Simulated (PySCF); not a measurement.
SMILES c1ccc(C#N)cc1[SiH3] (C₇H₇NSi), GFN2-xTB optimised geometry.

```
16

N     -2.61    -2.78     0.00
C     -2.05    -1.78     0.00
C     -1.34    -0.55     0.00
C     -2.05     0.65     0.00
C     -1.34     1.84     0.00
C      0.04     1.83     0.00
C      0.76     0.64     0.00
Si     2.65     0.64     0.03
C      0.05    -0.55     0.00
H     -3.13     0.64     0.00
H     -1.88     2.78     0.00
H      0.58     2.77     0.00
H      3.13    -0.59    -0.62
H      3.12     1.82    -0.69
H      3.10     0.68     1.42
H      0.57    -1.50     0.00
```

Density from B3LYP/def2-TZVP run with PySCF at that geometry.

Minimum of the electron density along straight lines between bonded atoms, close to the bond critical point (lines longer than 1.1 times the sum of covalent radii, or with two minima, are not listed):

| bond | length / Å | ρ at the minimum / e bohr⁻³ | ∇²ρ there / e bohr⁻⁵ | position (fraction from the first atom) |
|---|---|---|---|---|
| N1–C2 | 1.147 | 0.504 | -0.15 | 0.65 |
| C2–C3 | 1.414 | 0.297 | -0.90 | 0.54 |
| C3–C4 | 1.395 | 0.318 | -0.94 | 0.51 |
| C4–C5 | 1.382 | 0.327 | -0.99 | 0.50 |
| C5–C6 | 1.385 | 0.325 | -0.98 | 0.50 |
| C6–C7 | 1.393 | 0.318 | -0.93 | 0.51 |
| C7–Si8 | 1.891 | 0.118 | 0.18 | 0.61 |
| C3–C9 | 1.394 | 0.318 | -0.94 | 0.51 |
| C7–C9 | 1.388 | 0.321 | -0.95 | 0.49 |
| C4–H10 | 1.080 | 0.291 | -1.06 | 0.65 |
| C5–H11 | 1.080 | 0.290 | -1.04 | 0.65 |
| C6–H12 | 1.081 | 0.290 | -1.05 | 0.65 |
| Si8–H13 | 1.462 | 0.126 | 0.18 | 0.49 |
| Si8–H14 | 1.463 | 0.125 | 0.18 | 0.49 |
| Si8–H15 | 1.465 | 0.125 | 0.17 | 0.49 |
| C9–H16 | 1.081 | 0.291 | -1.05 | 0.65 |
